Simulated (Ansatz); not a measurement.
Input for Ansatz (an electronic-structure program): R-CCSD(T)/aug-cc-pVDZ on CH2BrN (a complex). The run froze 16 orbitals, filled d shells among them.

Ansatz 0.2 input:
```yaml
crystal:
  periodic: [false, false, false]
  atoms:
    - {symbol: C, position_ang: [-0.43984196, -0.08430315, -0.45793347]}
    - {symbol: N, position_ang: [-0.26343036, -0.21408534, 0.66507120]}
    - {symbol: H, position_ang: [-0.60444194, 0.03680709, -1.50541032]}
    - {symbol: Br, position_ang: [0.28213495, -0.61514624, 4.13039079]}
    - {symbol: H, position_ang: [0.06018047, -0.45154071, 2.72170458]}
basis:
  gaussian:
    orbitals: aug-cc-pVDZ
magnetization: {spin_polarized: false}
correlation: {method: ccsd_t, electrons: outside_noble_gas}
scf: {lower_state_search: off}
```

Program output:

```
WARN ansatz: RAYON_NUM_THREADS=2 ignored (pool sized by the plan → 2); use --threads N
Functional definition: HF
these checks for a lower state are left out or cut short: stability, starts, cluster_reference, orbital_swaps, neighbouring_geometries, increment
integrals: 0.14 GiB planned
1035 factors; integrals over basis functions are off by at most 9.6e-4 eV
mean field: 0.30 GiB planned
mean field evaluation 1: about -72539.8824 eV, gradient 2.7e1 eV
mean field evaluation 2: about -72539.8861 eV, gradient 2.7e1 eV
mean field evaluation 4: about -72541.8507 eV, gradient 3.4e0 eV
mean field evaluation 8: about -72541.8961 eV, gradient 2.6e-4 eV
mean field -72541.89606123 eV, -2665.8655095871 hartree, gradient 7.5e-7 eV, S^2 0.000000; 0 other end points of the search recorded, 0 dependent functions left out
16 core orbitals not correlated
reference -72541.89606123 eV, -2665.8655095871 hartree; 9, 9 occupied and 75, 75 virtual orbitals, 1035 factors
second order -11.72144753 eV of doubles, -0.00000000 eV of singles
coupled cluster: 0.31 GiB planned
cycle   1  -11.89893628 eV  change   -1.8e-1 eV  update   8.6e-2
cycle   2  -12.26445931 eV  change   -3.7e-1 eV  update   2.7e-2
cycle   3  -12.34384071 eV  change   -7.9e-2 eV  update   1.2e-2
cycle   4  -12.34595553 eV  change   -2.1e-3 eV  update   3.4e-3
cycle   5  -12.34933160 eV  change   -3.4e-3 eV  update   1.3e-3
cycle   6  -12.34970636 eV  change   -3.7e-4 eV  update   3.2e-4
cycle   7  -12.34979983 eV  change   -9.3e-5 eV  update   7.9e-5
cycle   8  -12.34986809 eV  change   -6.8e-5 eV  update   2.4e-5
cycle   9  -12.34987585 eV  change   -7.8e-6 eV  update   7.6e-6
perturbative correction -0.46205721 eV, -0.0169802892 hartree
Total energy: -72554.70799429 eV, -2666.3363394427 hartree
Checks for a lower state left out: stability, starts, cluster_reference, orbital_swaps, neighbouring_geometries, increment
```

Self-consistency was reached.

Cost: around 6 core-seconds (rough).
